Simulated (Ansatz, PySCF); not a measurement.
AlH12O6, SMILES [OH2]->[Al+3](<-[OH2])(<-[OH2])(<-[OH2])(<-[OH2])<-[OH2] (connectivity only; charge and spin as stated), charge +3, multiplicity 1.

Coordinates come from a TPSSh-D3(BJ)/def2-SVP optimisation. The isomer is the one that the SMILES or the coordinates give; other isomers of the formula were not compared. The values are those of a single conformer.

Vertical ionisation energy (IE) and electron affinity (EA) in eV. Rows of orbital energies are one-electron estimates. Where ΔSCF, EOM or ADC give a negative EA the extra electron is unbound and the value depends on the basis.

| level | IE | EA |
|---|---|---|
| −ε(HOMO), −ε(LUMO), B3LYP/def2-TZVP (PySCF) | 23.89 | 13.36 |
| ΔSCF, CAM-B3LYP/def2-SVPD (Ansatz), final states of multiplicity 2 and 2 | ___ | ___ |

**Question.** What belongs in the gaps? (An estimate is asked for; the answer gives what the named calculation found.)

**Answer.** 
- ΔSCF, CAM-B3LYP/def2-SVPD (Ansatz, an electronic-structure program), final states of multiplicity 2 and 2, IE: 26.70
- ΔSCF, CAM-B3LYP/def2-SVPD (Ansatz), final states of multiplicity 2 and 2, EA: 11.40

**Question.** What vertical singlet–triplet gap does ΔSCF give with CAM-B3LYP/def2-SVPD (Ansatz)? (The exact figures need the calculation; the answer reports its results.)

**Answer.** 10.05 eV (triplet above singlet where positive).
